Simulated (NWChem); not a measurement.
GeH2OCl2; SMILES [OH][GeH]([Cl])[Cl]

```xyz
6

Ge    -0.3494     0.3315     0.0000
O     -1.8640    -0.5962     0.0000
Cl     0.8390    -0.1793     1.7400
Cl     0.8390    -0.1793    -1.7400
H     -0.7368     1.8179     0.0000
H     -1.6976    -1.5587     0.0000
```
Atoms are numbered in this order, from 1.

Computed with NWChem. Geometry: optimised at PBE-D3(BJ)/def2-SVP.

For level TPSSh/def2-SVP:

```
Property                     Result
---------------------------  ------
highest occupied level (eV)   -8.27
orbital gap (eV)               6.89
```

**Question.** What are these values for level LRC-wPBEh/def2-SVP?

**Answer.** 
| Item | Value |
|---|---|
| highest occupied level (eV) | -10.94 |
| orbital gap (eV) | 11.78 |
